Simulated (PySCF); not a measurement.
Compound: CH₂Br₂.
SMILES with atom numbers: `[Br:1][CH2:2][Br:3]` (hydrogens: H4, H5 on C2)

Method used: PBE0-D3(BJ)/def2-SVP geometry optimisation, gas phase (PySCF 2.14.0).

**Question.** What internal coordinates does the optimisation give?

**Answer.** 
| bond | length (Å) |
| --- | --- |
| Br1–C2, C2–Br3 | 1.923 |
| C2–H4, C2–H5 | 1.094 |

Bonds in one row agree within 0.01 Å and their mean is given. A selection of angles:
| angle | degrees |
| --- | --- |
| Br1–C2–Br3 | 114.2 |
| Br1–C2–H4 | 107.8 |
| H4–C2–H5 | 111.2 |

Point group: C2v (every atom within 0.08 Å of its image). Not checked by PBE0-D3(BJ)/def2-SVP frequencies.

Hardware: Arm Neoverse V1, one thread, shared host with 32 logical CPUs at a one-minute load of 29. Cost: 13 s wall, 0.36 GiB resident at most. That covers the optimisation of the geometry.

---

Cr(NH2)2 (quintet state).
Bonds: Cr1–N2, Cr1–N5. Hydrogens: H3, H4 on N2; H6, H7 on N5.

Theory: PBE0-D3(BJ)/def2-SVP geometry optimisation, gas phase in PySCF.

Question: Give the optimised bond lengths and angles.

Answer: 
```tsv
bond	length (Å)
Cr1–N2, Cr1–N5	1.866
N2–H3 and 3 like bonds	1.019
```

Bonds in one row agree within 0.01 Å and their mean is given. A selection of angles:
```tsv
angle	degrees
N2–Cr1–N5	176.7
Cr1–N2–H3	126.6
H3–N2–H4	106.4
```

N2 (nitrogen bonded to Cr and 2 H) is planar (angles 126.9°, 126.6° and 106.4°, sum 359.9°, 0.02 Å off the plane of its three neighbours).

Point group: near D2h, missed by 0.15 Å at most; the miss may be what the optimiser left on a soft mode (C2v holds within 0.08 Å). No PBE0-D3(BJ)/def2-SVP frequencies stand behind this structure, so it isn't proved a minimum. ⟨S²⟩ = 6.116 (exact for a quintet: 6.00).

---

MgMeH, CH4Mg.
Bonds: Mg1–C2. Hydrogens: H6 on Mg1; H3, H4, H5 on C2.

Theory: PBE0-D3(BJ)/def2-SVP geometry optimisation, gas phase in PySCF 2.14.0.

List the bond lengths and angles at this level.

| bond | length (Å) |
| --- | --- |
| Mg1–C2 | 2.096 |
| Mg1–H6 | 1.708 |
| C2–H3, C2–H4, C2–H5 | 1.104 |

Bonds in one row agree within 0.01 Å and their mean is given. A selection of angles:
| angle | degrees |
| --- | --- |
| C2–Mg1–H6 | 180.0 |
| Mg1–C2–H3 | 112.2 |
| H3–C2–H4 | 106.7 |

Point group: C3v (tolerance 0.08 Å). No PBE0-D3(BJ)/def2-SVP frequencies stand behind this structure, so it isn't proved a minimum.

---

Species: CH4OSi.
Numbering: `[O:1]=[CH:2][SiH3:3]` (hydrogens: H4 on C2; H5, H6, H7 on Si3)

Theory: PBE0-D3(BJ)/def2-SVP geometry optimisation, gas phase in PySCF.

What internal coordinates does the optimisation give?

```tsv
bond	length (Å)
O1=C2	1.205
C2–Si3	1.937
C2–H4	1.127
Si3–H5, Si3–H6, Si3–H7	1.492
```

Bonds in one row agree within 0.01 Å and their mean is given. A selection of angles:
```tsv
angle	degrees
O1–C2–Si3	120.1
O1–C2–H4	120.1
Si3–C2–H4	119.8
C2–Si3–H5	108.0
C2–Si3–H6	110.9
H5–Si3–H6	110.3
```

Si3 (SiH3 silicon) is tetrahedral (angles from 107.7° to 110.9°).

Point group: near Cs, missed by 0.10 Å at most; the miss may be what the optimiser left on a soft mode. No PBE0-D3(BJ)/def2-SVP frequencies stand behind this structure, so it isn't proved a minimum.
